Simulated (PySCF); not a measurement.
SMILES [CH3][Al]([CH3])[NH][Si](C)(C)O, GFN2-xTB optimised geometry.

```
22

Si    -1.92     2.34     0.04
C     -2.30     3.30    -1.56
C     -2.19     3.46     1.55
O     -2.92     1.06     0.17
N     -0.29     1.71     0.00
Al     0.51     0.09     0.00
C     -0.61    -1.56    -0.01
C      2.50     0.09     0.00
H     -1.73     4.21    -1.63
H     -3.35     3.57    -1.60
H     -2.08     2.70    -2.44
H     -1.63     4.39     1.47
H     -3.24     3.72     1.65
H     -1.88     2.97     2.47
H     -2.52     0.19     0.07
H      0.39     2.46    -0.04
H     -1.28    -1.62    -0.87
H     -1.25    -1.64     0.88
H      0.01    -2.46    -0.03
H      2.92     0.66     0.84
H      2.91     0.55    -0.90
H      2.92    -0.92     0.06
```

Density from PBE0/def2-SVP run with PySCF at that geometry.

Minimum of the electron density along straight lines between bonded atoms, close to the bond critical point (lines longer than 1.1 times the sum of covalent radii, or with two minima, are not listed):

| bond | length / Å | ρ at the minimum / e bohr⁻³ | ∇²ρ there / e bohr⁻⁵ | position (fraction from the first atom) |
|---|---|---|---|---|
| Si1–C2 | 1.906 | 0.112 | 0.32 | 0.38 |
| Si1–C3 | 1.903 | 0.112 | 0.31 | 0.38 |
| Si1–O4 | 1.633 | 0.129 | 1.06 | 0.41 |
| Si1–N5 | 1.751 | 0.117 | 0.66 | 0.40 |
| N5–Al6 | 1.805 | 0.089 | 0.61 | 0.58 |
| Al6–C7 | 1.999 | 0.077 | 0.29 | 0.40 |
| Al6–C8 | 1.992 | 0.079 | 0.30 | 0.40 |
| C2–H9 | 1.085 | 0.271 | -0.95 | 0.62 |
| C2–H10 | 1.085 | 0.271 | -0.97 | 0.62 |
| C2–H11 | 1.086 | 0.271 | -0.96 | 0.62 |
| C3–H12 | 1.085 | 0.271 | -0.96 | 0.62 |
| C3–H13 | 1.085 | 0.272 | -0.97 | 0.62 |
| C3–H14 | 1.085 | 0.271 | -0.97 | 0.62 |
| O4–H15 | 0.955 | 0.355 | -2.41 | 0.82 |
| N5–H16 | 1.015 | 0.323 | -1.43 | 0.76 |
| C7–H17 | 1.095 | 0.263 | -0.90 | 0.62 |
| C7–H18 | 1.095 | 0.263 | -0.90 | 0.62 |
| C7–H19 | 1.095 | 0.265 | -0.92 | 0.62 |
| C8–H20 | 1.095 | 0.264 | -0.91 | 0.62 |
| C8–H21 | 1.095 | 0.264 | -0.90 | 0.62 |
| C8–H22 | 1.093 | 0.266 | -0.92 | 0.62 |
